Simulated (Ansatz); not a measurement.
Cost and result up the ladder for the cluster Au₂S (the lowest singlet isomer of a short search) (3 atoms). Charge 0, multiplicity 1. Geometry: PBE-D4/def2-TZVP.

```xyz
3

Au   -0.706   -0.232   -1.522
Au   -0.289    0.485    1.597
S     0.995   -0.252   -0.075
```

Ansatz on 4 threads of Arm Neoverse V1 on a shared host. Times are rough, and most runs start from the orbitals of an earlier one. CAM-B3LYP-D4/def2-TZVP serves as the yardstick here, not as an exact answer. Differences are given only for rows in sets of like size (and for xTB, whose basis is part of the method), since another set adds its own error. Binding counts from free atoms at the same level (Au doublet, S triplet; other spins of the atoms weren't run), without zero-point energy or a counterpoise term.

In the def2 sets Au takes a core potential; there is no spin–orbit coupling. LC-ωPBE has ω = 0.4 bohr⁻¹. Correlated methods freeze 5 core orbitals; core or outer-core shells of Au are correlated, in sets that lack core-valence functions. The structure comes from a short search, and lower isomers may exist.

Correlated methods converge slowly with the basis.

```
                            level  functions  wall time  binding energy per atom (eV)  difference from CAM-B3LYP-D4/def2-TZVP (eV)                         remarks
                    MP2/def2-TZVP        117      0.9 s                          1.79                                         0.23                               –
                 PBE-D4/def2-TZVP        117      1.1 s                          1.87                                         0.31                               –
                 PBE0-D4/def2-SVP         82      1.1 s                          1.62                                            –                               –
                PBE-D4/def2-TZVPD        132      1.2 s                          1.88                                         0.32                               –
                BLYP-D4/def2-TZVP        117      1.2 s                          1.71                                         0.15                               –
                LC-ωPBE/def2-TZVP        117      1.4 s                          1.54                                        -0.02                               –
           CAM-B3LYP-D4/def2-TZVP        117      1.6 s                          1.56                                         0.00                               –
               PBE0-D4/def2-TZVPD        132      1.6 s                          1.70                                         0.14                               –
                PBE0-D4/def2-TZVP        117      1.7 s                          1.69                                         0.13                               –
                 B2PLYP/def2-TZVP        117      2.4 s                          1.63                                         0.07  test for broken spin undecided
r2SCAN-D4/def2-TZVP (with forces)        117      2.9 s                          1.83                                         0.27                               –
             r2SCAN-D4/def2-TZVPD        132      2.9 s                          1.84                                         0.28                               –
                 B97M-V/def2-TZVP        117      4.7 s                          1.72                                         0.16                               –
               CCSD(T)/def2-TZVPP        154       11 s                          1.64                                         0.08                               –
```
